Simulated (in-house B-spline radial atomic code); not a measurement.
Cl²⁺. Computed with a B-spline radial atomic code. Model: non-relativistic spherical atom: semilocal Troullier-Martins pseudo-atom, one channel per l, against all electrons, high spin, G0W0 and RPA with empty states to l = 8, local potential for every l without a channel, a model core (radius 0 = none) keeps its share of the functional.

What the tables leave out is listed at the end.

The pseudopotential gives back the lowest level of each angular momentum of its own functional in the configuration it was made in; a second state of the same l is only approximately right. Exact exchange, RPA and GW see the smooth pseudo-orbitals and miss the exchange with the core, for which the functional's share stands in. The column with an uncorrelated core keeps all orbitals and exact exchange, and so separates missing core correlation from pseudisation. Only the three outermost levels and the lowest empty one were computed. RPA here is direct RPA, with no exchange kernel, and its energies carry an (l + 1/2)⁻⁴ tail. A hybrid on a potential with a model core restores only its own semilocal share of the core's exchange.

Command:
```bash
python run_psgw.py task.json out
```
Settings (lengths in bohr, energies in hartree):
```
Z                      17
electrons              15
configuration          [Ne] 3s2 3p3
generated_in           [Ne] 3s2 3p5
functional             pbe,pbe
core_shells            3
radius_factor          1
core_correction        False
```

Time taken, with all properties: 22 s on 1 thread of Arm Neoverse N1, on a shared host.

Given: made with PBE; model core radius 0 bohr; local radius 1.304 bohr; mean-field start PBE.

Valence shells of the generating configuration: 3s, 3p.

Channel: s 1.284, p 1.419 (radii in bohr).

Computed: largest level miss in the spin-unpolarised generating configuration 0.002 eV; valence RPA correlation energy pseudo -0.23665 hartree; all-electron RPA polarisability, core included 5.1262 bohr³; pseudo-atom RPA polarisability 5.0659 bohr³.

```json
{"level": "3p up", "occupied": "1", "mean-field all-electron (eV)": "-33.095", "mean-field pseudo minus all (eV)": "0.006", "G0W0 all-electron (eV)": "-39.506", "G0W0 uncorrelated core minus all (eV)": "0.144", "G0W0 pseudo minus all (eV)": "-0.085", "exchange self-energy all-electron (eV)": "-25.097", "exchange self-energy pseudo (eV)": "-22.4"}
{"level": "3s down", "occupied": "1", "mean-field all-electron (eV)": "-42.11", "mean-field pseudo minus all (eV)": "0.191", "G0W0 all-electron (eV)": "-48.574", "G0W0 uncorrelated core minus all (eV)": "0.251", "G0W0 pseudo minus all (eV)": "0.386", "exchange self-energy all-electron (eV)": "-20.726", "exchange self-energy pseudo (eV)": "-16.687"}
{"level": "3p down (empty)", "occupied": "0", "mean-field all-electron (eV)": "-29.184", "mean-field pseudo minus all (eV)": "0.149", "G0W0 all-electron (eV)": "-24.324", "G0W0 uncorrelated core minus all (eV)": "0.158", "G0W0 pseudo minus all (eV)": "0.03", "exchange self-energy all-electron (eV)": "-6.3266", "exchange self-energy pseudo (eV)": "-3.6567"}
```

(1) What is the valence RPA correlation energy all-electron orbitals?

Given: mean-field start PBE0.

Computed: valence RPA correlation energy pseudo -0.2173 hartree; all-electron RPA polarisability, core included 4.6487 bohr³; pseudo-atom RPA polarisability 4.6002 bohr³.

| level | occupied | mean-field all-electron (eV) | mean-field pseudo minus all (eV) | G0W0 all-electron (eV) | G0W0 uncorrelated core minus all (eV) | G0W0 pseudo minus all (eV) | exchange self-energy all-electron (eV) | exchange self-energy pseudo (eV) |
| --- | --- | --- | --- | --- | --- | --- | --- | --- |
| 3p up | 1 | -34.954 | 0.006 | -39.708 | 0.141 | -0.075 | -25.041 | -22.418 |
| 3s down | 1 | -43.648 | 0.248 | -48.571 | 0.252 | 0.399 | -20.578 | -16.681 |
| 3p down (empty) | 0 | -27.594 | 0.075 | -24.138 | 0.152 | 0.04 | -6.0889 | -3.6035 |

(2) What is the valence RPA correlation energy all-electron orbitals?

Given: mean-field start Hartree-Fock.

Computed: valence RPA correlation energy pseudo -0.17591 hartree; all-electron RPA polarisability, core included 3.7426 bohr³; pseudo-atom RPA polarisability 3.6845 bohr³.

```json
{"level": "3p up", "occupied": "1", "mean-field all-electron (eV)": "-39.701", "mean-field pseudo minus all (eV)": "-0.143", "G0W0 all-electron (eV)": "-40.075", "G0W0 uncorrelated core minus all (eV)": "0.133", "G0W0 pseudo minus all (eV)": "-0.015", "exchange self-energy all-electron (eV)": "-24.79", "exchange self-energy pseudo (eV)": "-22.429"}
{"level": "3s down", "occupied": "1", "mean-field all-electron (eV)": "-46.557", "mean-field pseudo minus all (eV)": "0.401", "G0W0 all-electron (eV)": "-48.475", "G0W0 uncorrelated core minus all (eV)": "0.248", "G0W0 pseudo minus all (eV)": "0.519", "exchange self-energy all-electron (eV)": "-20.064", "exchange self-energy pseudo (eV)": "-16.546"}
{"level": "3s up", "occupied": "?", "mean-field all-electron (eV)": "?", "mean-field pseudo minus all (eV)": "?", "G0W0 all-electron (eV)": "?", "G0W0 uncorrelated core minus all (eV)": "?", "G0W0 pseudo minus all (eV)": "?", "exchange self-energy all-electron (eV)": "?", "exchange self-energy pseudo (eV)": "?"}
{"level": "3p down (empty)", "occupied": "0", "mean-field all-electron (eV)": "-21.645", "mean-field pseudo minus all (eV)": "-0.038", "G0W0 all-electron (eV)": "-23.73", "G0W0 uncorrelated core minus all (eV)": "0.126", "G0W0 pseudo minus all (eV)": "0.101", "exchange self-energy all-electron (eV)": "-5.2673", "exchange self-energy pseudo (eV)": "-3.3422"}
```

(3) What belongs in the row 3s up?

(4) What is the valence RPA correlation energy all-electron orbitals?

Results:

(1) -0.23419 hartree.

(2) -0.21368 hartree.

(3) occupied: 1; mean-field all-electron (eV): -57.513; mean-field pseudo minus all (eV): -0.066; G0W0 all-electron (eV): -54.461; G0W0 uncorrelated core minus all (eV): 0.104; G0W0 pseudo minus all (eV): 0.077; exchange self-energy all-electron (eV): -31.346; exchange self-energy pseudo (eV): -28.193.

(4) -0.17119 hartree.

Among the listed levels the largest G0W0 shift of the pseudo-atom is +0.52 eV, for 3s down on the Hartree-Fock start, while leaving the core uncorrelated moves that level by +0.25 eV. The rest, +0.27 eV, comes from pseudisation and the lost core exchange. Not in the tables (levels of low weight, unsolved or above zero; the highest and the empty levels are kept at any weight): on PBE the G0W0 levels 3s up (pseudo minus all +3.93 eV, weights 0.14 and 0.36); on PBE0 the G0W0 levels 3s up (pseudo minus all +0.22 eV, weights 0.37 and 0.39).
